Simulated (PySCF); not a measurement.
Species: C6H4O.
SMILES: `C#Cc1ccco1`

Computed with PBE0-D3(BJ)/def2-SVP geometry optimisation, gas phase in PySCF 2.14.0.

Masses are those of the commonest isotopes; rigid-rotor values at the optimised geometry. 

(1) Give the principal moments of inertia and the rotational constants in MHz.

(2) What kind of rotor is it?

(3) Is it planar, by Δ = Ic − Ia − Ib?

(4) List the rotational levels J(Ka,Kc) to J = 3 (MHz).

(5) Predict some low-J microwave lines.

## Answers

(1) Ia = 54.34, Ib = 252.68, Ic = 307.02 u·Å²; 505379 MHz·u·Å²/I gives A = 9300, B = 2000, C = 1646 MHz.

(2) A near-prolate asymmetric top: κ = (2 × 2000 − 9300 − 1646)/(9300 − 1646) = -0.91.

(3) Planar: Δ = Ic − Ia − Ib = 0.00 u·Å². For a rigid frame Δ = −2 Σ m c², so it vanishes when all atoms lie in the ab plane; here none is more than 0.01 Å from it.

(4) Above 0(0,0):
J = 1: 1(0,1) 3646, 1(1,1) 10946, 1(1,0) 11300
J = 2: 2(0,2) 10926, 2(1,2) 17884, 2(1,1) 18946, 2(2,1) 40846, 2(2,0) 40858
J = 3: 3(0,3) 21814, 3(1,3) 28284, 3(1,2) 30408, 3(2,2) 51784, 3(2,1) 51847, 3(3,1) 89176, 3(3,0) 89176
The levels of one J sum to (2J + 1)J(J + 1)(A + B + C)/3.

(5) The dipole components are |μa| = 0.75 D, |μb| = 0.58 D, |μc| = 0.00 D; the mirror of this Cs structure is the ab plane, so μc vanishes by symmetry and there are no c-type lines. The squared components, which scale the intensities, stand as 1.00 : 0.59 (a : b). Some lines, for components of 0.1 D or more:

```
type  branch         J(Ka,Kc)    MHz  lower level (cm⁻¹)
   a       Q  1(1,0) ← 1(1,1)    354               0.365
   a       R  2(0,2) ← 1(0,1)   7280               0.122
   a       R  2(1,1) ← 1(1,0)   7646               0.377
   b       Q  1(1,0) ← 1(0,1)   7654               0.122
   b       Q  2(1,1) ← 2(0,2)   8020               0.364
   b       R  1(1,1) ← 0(0,0)  10946               0.000
   b       R  2(1,2) ← 1(0,1)  14238               0.122
   b       Q  2(2,0) ← 2(1,1)  21912               0.632
   b       Q  2(2,1) ← 2(1,2)  22961               0.597
   b       R  2(2,1) ← 1(1,0)  29546               0.377
   b       R  2(2,0) ← 1(1,1)  29912               0.365
```

PBE0-D3(BJ)/def2-SVP frequencies: not computed here. Zero-point vibration and centrifugal distortion are left out.
